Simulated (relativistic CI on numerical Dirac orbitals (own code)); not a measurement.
Calculated at this level of theory: Dirac-Coulomb-Breit CI, separate exchange-only KLI orbitals for each configuration, model QED, unscaled Slater integrals (own radial code, finite nucleus).

The strongest absorption lines from the ground level of an ion, among the configurations computed and to levels below about 14300 eV (vacuum wavelength in Å, gf): 0.8792 (0.24), 1.1265 (0.23), 1.1271 (0.3), 1.1308 (0.13), 1.1431 (1.1), 1.1725 (0.41), 7.3927 (0.34), 7.4023 (0.18).

Question: Which ion is it?
A. Ta⁷⁰⁺
B. Ta⁶⁸⁺
C. Ta⁶⁶⁺
D. Au⁷⁴⁺

Answer: B. Ta⁶⁸⁺ has 5 electrons and the ground level 2s²2p ²P°1/2; the strongest line goes to 2s²3d ²D3/2. The pattern of lines fixes the number of electrons, and along that sequence the line energies rise steadily with the charge (about as its square where n changes within one kind of shell, about linearly where n is kept but much faster in heavy ions where fine structure, which grows about as Z⁴, sets the gap, and irregularly where shells cross), which fixes Z. Configurations outside the model, such as inner-shell arrays, can give stronger lines. At this charge energies of transitions that change n are usually good to better than 1 %, and those within a shell (Δn = 0) to a few per cent.

LS names give the leading component of a level, which can be under half, so a name can repeat, a term be missing and a line seem to break the LS rules.
